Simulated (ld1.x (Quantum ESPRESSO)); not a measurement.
**Reading a pseudo-wave (Cr (Z = 24))**

Columns: radius, all-electron u(r) and pseudo u(r) of the 3s shell (level -73.99 eV) of chromium in the configuration [Ne] 3s2 3p6 3d5 4s1 4p0; PBE, scalar-relativistic, TM scheme, ld1.x (Quantum ESPRESSO) 7.5.

```csv
r (bohr),all-electron,pseudo
0.088,-0.0465,0.1319
0.175,-0.5926,0.2652
0.262,-0.4905,0.4039
0.350,-0.0569,0.5513
0.438,0.4136,0.7043
0.525,0.7830,0.8542
0.612,1.0236,0.9885
0.700,1.1461,1.0888
0.788,1.1747,1.1356
0.875,1.1392,1.1229
0.962,1.0645,1.0608
1.050,0.9675,0.9672
1.138,0.8619,0.8619
1.225,0.7576,0.7576
1.312,0.6583,0.6583
1.400,0.5659,0.5659
1.487,0.4838,0.4838
1.575,0.4105,0.4105
1.662,0.3472,0.3472
1.750,0.2920,0.2920
1.838,0.2447,0.2447
1.925,0.2050,0.2050
2.012,0.1712,0.1712
2.100,0.1425,0.1425
2.188,0.1183,0.1183
2.275,0.0983,0.0983
```

**Question.** How many radial nodes do the two functions have?

**Answer.** The all-electron 3s function has n − l − 1 = 2 (the table is too coarse to show those close to the nucleus); the pseudo-wave has 0, since the states of the same l below it are removed with the core.

**Question.** At about which radius was the pseudo-wave matched?

**Answer.** 1.15 bohr. The columns agree to 0.0005 from 1.05 bohr on; several derivatives are matched, so the curves merge somewhat inside the radius.

**Question.** Is the pseudo-wave norm-conserving?

**Answer.** Yes: the TM scheme keeps the norm inside the radius equal to the all-electron one, which fixes the energy derivative of the logarithmic derivative at the level.
